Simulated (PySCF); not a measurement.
CH₆GeO₃.

```xyz
11

Ge     0.2901    -0.0032     0.3664
O      1.5631     1.1748     0.0132
O      0.7793    -1.6159    -0.1837
O     -1.0806     0.6095    -0.5898
C     -2.3049    -0.0921    -0.6474
H     -0.0305    -0.1501     1.8553
H      1.2223     1.8826    -0.5524
H      1.2194    -1.5931    -1.0447
H     -2.9913     0.4592    -1.3098
H     -2.7885    -0.1761     0.3454
H     -2.1808    -1.1136    -1.0525
```

Geometry optimised at B3LYP-D3(BJ)/def2-SVP. The structure was generated by enumeration, and PubChem lists no compound with its InChIKey, so it may never have been made. The values are those of a single conformer.

Computed with B3LYP/pcSseg-1 (PySCF). Non-relativistic, no solvent.

**Question.** Give the absolute GIAO shielding of each atom: isotropic value and principal components (ppm). (An estimate is asked for; the answer gives what the named calculation found.)

**Answer.** 
```csv
atom,σ(iso),σ11,σ22,σ33,span
Ge1,1297.5,1266.6,1297.8,1328.2,61.5
O2,282.0,248.8,279.5,317.6,68.8
O3,273.3,243.0,261.7,315.3,72.2
O4,279.4,209.5,278.5,350.3,140.8
C5,124.3,96.9,98.0,178.2,81.4
H6,26.0,19.6,20.3,37.9,18.2
H7,30.0,21.3,26.0,42.8,21.5
H8,30.2,22.5,24.6,43.7,21.2
H9,27.6,23.4,25.1,34.3,10.9
H10,27.7,23.5,25.0,34.6,11.1
H11,27.5,22.7,25.5,34.2,11.5
```
